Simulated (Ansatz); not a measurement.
Molecule: sum formula MnOH, charge 0, multiplicity 7. The spin state was set by rule; other spins were not relaxed. 
Geometry from a B3LYP-D3(BJ)/def2-TZVP (Ansatz, a quantum-chemistry and plane-wave program) optimisation:
SMILES: [OH][Mn]
```xyz
3

Mn    -0.2885    -0.3341    -0.2592
O      0.7192     0.9128     0.6544
H      1.4593     1.0510     1.2455
```
Charge 0, spin multiplicity 7.

Wanted: vertical ionisation energy (to the sextet state of charge +1; each state is the SCF solution reached for its spin), in eV. Valence correlation only, unless marked. Open shells are spin-unrestricted. Spin-orbit coupling is left out. The frozen core is the preceding noble-gas configuration, with the filled d and f shells of earlier blocks. No relativistic terms. CBS(X,Y): correlation extrapolated as X^-3; Hartree-Fock from the larger set.

```json
[
 {"level": "HF/def2-QZVPPD", "program": "Ansatz", "vertical ionisation energy (eV)": "7.19"},
 {"level": "MP2/def2-QZVPPD", "program": "Ansatz", "vertical ionisation energy (eV)": "7.47"},
 {"level": "MP2/CBS(def2-TZVPPD,def2-QZVPPD)", "program": "Ansatz", "vertical ionisation energy (eV)": "7.48"},
 {"level": "SCS-MP2/def2-SVPD", "program": "Ansatz", "vertical ionisation energy (eV)": "7.20"},
 {"level": "CCSD/def2-TZVPPD", "program": "Ansatz", "vertical ionisation energy (eV)": "7.46"},
 {"level": "CCSD(T)/def2-QZVPPD", "program": "Ansatz", "vertical ionisation energy (eV)": "7.46"},
 {"level": "CCSD(T)/CBS(def2-TZVPPD,def2-QZVPPD)", "program": "Ansatz", "vertical ionisation energy (eV)": "7.49"}
]
```
